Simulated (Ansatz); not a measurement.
Cartesian coordinates in Å:
```
C 0.799 0.941 0.064
Sn -0.036 -0.937 0.740
S -2.031 -1.360 -0.567
H 0.114 1.756 0.293
H 0.943 0.870 -1.015
H 1.755 1.114 0.558
H 0.991 -2.252 0.286
H -2.534 -0.132 -0.360
```

Total charge 0; spin multiplicity 2. Sn takes the def2 core potential.

List the PBE0/def2-TZVPP orbital energies in eV (Ansatz 0.2.0). (Best estimate.)

The calculation gave: α occupied: -2422.20, -278.39, -217.53, -161.35, -161.30, -161.19, -140.03, -94.72, -94.63, -94.56, -28.47, -28.40, -28.39, -28.31, -28.28, -20.06, -19.51, -13.56, -11.72, -11.71, -11.04, -8.97, -8.59, -7.63, -5.82. α empty: -0.24, 0.24, 0.66, 1.15, 2.09, 2.37, 2.70, 3.29. β occupied: -2422.18, -278.33, -217.50, -161.33, -161.25, -161.14, -139.98, -94.64, -94.57, -94.54, -28.39, -28.31, -28.27, -28.23, -28.20, -19.90, -19.35, -13.10, -11.66, -11.60, -10.93, -8.65, -8.22, -7.33. β empty: -3.07, 0.09, 0.51, 0.75, 1.54, 2.22, 2.67, 2.85. ⟨S²⟩ = 0.753.
